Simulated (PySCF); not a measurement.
## Spinor energies of Ca⁷⁺ (calcium, charge +7)

Start: [Ne] 3s2 3p1; 3p3/2 filled at m_j = +3/2. Calculated with PySCF 2.14 in an uncontracted even-tempered set (20 s from 0.34 bohr⁻², ratio 2.4; 13 p from 0.45 bohr⁻², ratio 2.4; 5 d from 2.2 bohr⁻², ratio 2.6; 5 f from 3.3 bohr⁻², ratio 2.6): generalised Hartree-Fock with the X2C-1e Hamiltonian and a Gaussian nucleus; one run each with spin-orbit coupling (SO) screened by Boettger's factors, then bare. This is a chosen level, not necessarily the ground level.

```
spinor shell  electrons  ε, screened SO (eV)  ε, bare SO (eV)  weight of nominal j (bare SO)  rms radius, bare SO (bohr)
       1s1/2          2              -4225.9          -4225.9                          1.000                      0.0888
       2s1/2          2              -594.70          -594.70                          1.000                       0.389
       2p1/2          2              -506.64          -506.93                          0.992                       0.358
       3s1/2          2              -165.86          -165.86                          1.000                        1.10
       3p3/2          1              -146.57          -146.55                          1.000                        1.13
```

**Question.** Where does 2p3/2 lie, and what is the 2p spin-orbit splitting (bare SO)?

**Answer.** At -503.10 eV, 3.835 eV above 2p1/2.

| quantity | screened SO | bare SO |
| --- | --- | --- |
| E (hartree) | -663.14837 | -663.14837 |
| M_J | 3/2 | 3/2 |
| ⟨J²⟩ | 3.755 | 3.755 |
| ⟨L²⟩ | 2.004 | 2.004 |
| ⟨S²⟩ | 0.751 | 0.751 |

Each row is a mean over spinors that exchange with the open shell spreads, by up to 5.329 eV (3s1/2).
